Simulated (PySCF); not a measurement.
# AlBr⁺: frontier orbitals

PBE0 at R = 2.206 Å; basis Al pcseg-1, Br pcseg-1; no relativity; PySCF 2.14. State: ²Σ⁺ (doublet), unpaired electrons σ ↑. Only the outer orbitals are listed, counted within each symmetry.

| spin | orbital | occ. | ε (eV) | on Al (%) | main shells (%) |
| --- | --- | --- | --- | --- | --- |
| α | 10σ | 1 | -27.97 | 5 | 94 Br s |
| α | 11σ | 1 | -18.07 | 43 | 51 Br p, 42 Al s |
| α | 5π | 1 | -14.97 | 8 | 92 Br p |
| α | 5π | 1 | -14.97 | 8 | 92 Br p |
| α | 12σ | 1 | -14.44 | 74 | 45 Al s, 28 Al p, 26 Br p |
| α | 6π | 0 | -8.31 | 92 | 92 Al p |
| α | 6π | 0 | -8.31 | 92 | 92 Al p |
| α | 13σ | 0 | -5.42 | 100 | 83 Al p, 11 Al s, 8 Br p |
| β | 10σ | 1 | -27.68 | 6 | 93 Br s |
| β | 11σ | 1 | -17.38 | 38 | 56 Br p, 32 Al s |
| β | 5π | 1 | -14.89 | 7 | 93 Br p |
| β | 5π | 1 | -14.89 | 7 | 93 Br p |
| β | 12σ | 0 | -11.09 | 80 | 63 Al s, 20 Br p, 16 Al p |
| β | 6π | 0 | -7.37 | 92 | 92 Al p |
| β | 6π | 0 | -7.37 | 92 | 92 Al p |

Which are the highest filled and the lowest empty level, where do they sit, and how wide is the gap?

Highest filled α 12σ at -14.44 eV (in %: 45 Al s, 28 Al p, 26 Br p); lowest empty β 12σ at -11.09 eV (in %: 63 Al s, 20 Br p, 16 Al p); the gap at PBE0 is 3.35 eV.

| Quantity | Value |
| --- | --- |
| bond order (Mayer) | 1.39 |
| ⟨S²⟩ | 0.753 |
| charge on Al (Mulliken, basis-dependent) | 1.05 |
| charge on Al (Löwdin, basis-dependent) | 0.85 |
| dipole moment (positive dipole points towards Br; it is taken about the centre of mass and depends on that origin) | -7.27 D |
| polarisability along the bond | 53.4 bohr³ |
| polarisability across the bond | 29.9 bohr³ |

Spin–orbit coupling is left out. The state was picked by a PBE0 search and need not be the measured ground state.
